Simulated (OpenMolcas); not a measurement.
## Sn: Slater's ratio, the spin-orbit constant, worked from levels

```
Program             : OpenMolcas
Basis               : ANO-R2 [7s6p4d2f1g]
Scalar Hamiltonian  : X2C, finite nucleus
Active space        : 4 electrons in 9 orbitals (RAS2 5s 5p; RAS3 5d, at most 2 electrons)
State averaging     : 2S+1 = 3 even, 3 roots; 2S+1 = 1 even, 6 roots; 2S+1 = 5 odd, 1 root; 2S+1 = 3 odd, 8 roots; 2S+1 = 1 odd, 5 roots (0 in the spin-orbit step)
Spin-orbit coupling : state interaction with AMFI integrals over the reference wave functions, term energies averaged over their components
```

Methods: RASSCF; SS-RASPT2, IPEA 0.25 Eh, imaginary shift 0.1 Eh (closed shells correlated: 4d). Measured levels: NIST Handbook of Basic Atomic Spectroscopic Data.

**Slater's ratio.** With one set of orbitals, p2 has ¹D - ³P = 6 F2 and ¹S - ¹D = 9 F2 (F2 = F²/25), a ratio of 3/2. Term energies are centres of gravity, weighted by 2J + 1.

```csv
Source,¹D - ³P,¹S - ³P,F2 from the first,Ratio
RASSCF,8118,17880,1353,1.203
SS-RASPT2,7085,16128,1181,1.276
measured,6145,14694,1024,1.391
```

Energies in cm-1. A ratio away from 3/2 shows effects beyond one configuration with one set of orbitals, and in heavier atoms second-order spin-orbit shifts.

**The spin-orbit constant.** For the Hund term ³P of p2, E(J) = (A/2) J(J+1) + constant and ζ = 2S·A = 2A. From J = 0 to J = 2 the energy changes by 3 A.

```csv
Source,E(2) - E(0),A,ζ
RASSCF,3134.8,1044.9,2090
SS-RASPT2,3123.3,1041.1,2082
measured,3427.7,1142.6,2285
```

All in cm-1. SS-RASPT2 is off by -8.9 % and RASSCF by -8.5 %. Both methods take the spin-orbit matrix elements from the reference wave functions, so the second can move ζ only through the term energies and any multistate remixing. Second-order mixing with other terms is absorbed into this ζ.

Some high roots are left out of the spin-orbit mixing, which shifts the levels that they would mix with. Active for correlation alone: 5d; no level in the range computed is led by a configuration that fills it, so any true level of that kind is missing. Measured partners are found by configuration, term and J. A level has none where our copy of the source lacks it or the pairing is in doubt (some pairs that miss far off the trend of their configuration count as doubtful), and it then counts in no deviation. Only configurations of the active space appear.
